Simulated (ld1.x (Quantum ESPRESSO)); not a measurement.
## Transferability test, TM potential for technetium

* Element: Tc (Z = 43)
* Generator: ld1.x (Quantum ESPRESSO) 7.5
* Type: norm-conserving Troullier–Martins (Kleinman–Bylander form)
* Functional: PBE
* Relativity: scalar-relativistic
* Frozen core: [Kr]
* Valence charge: 7
* Reference configuration: 4d5 5s2 5p0
* Partial waves: 5s (bound): rc 2.30 bohr; 4d (bound): rc 2.30 bohr; 5p (bound, empty): rc 2.95 bohr
* Local potential: the p channel
* Core correction: a·sin(br)/r model core, default radius (core density twice the valence density)

Energies are relative to the spin-unpolarised reference configuration 4d5 5s2 5p0; without spin polarisation the order of configurations can differ from experiment.

Task: Give the all-electron excitation energy and the error of the potential for: 4d5 5s1 5p0; 4d5 5s0 5p0; 4d4 5s0 5p0; 4d5 5s0 5p1; 4d4 5s2 5p0; 4d5 5s0 5p2; 4d6 5s0 5p0.

Result:

```tsv
valence configuration	charge	ΔE all-electron (eV)	error AE − PS (meV)
4d5 5s1 5p0	+1	8.153	-6.6
4d5 5s0 5p0	+2	23.004	-55
4d4 5s0 5p0	+3	51.710	-343
4d5 5s0 5p1	+1	12.735	-18
4d4 5s2 5p0	+1	11.642	-97
4d5 5s0 5p2	0	7.711	-14
4d6 5s0 5p0	+1	6.165	-181
```
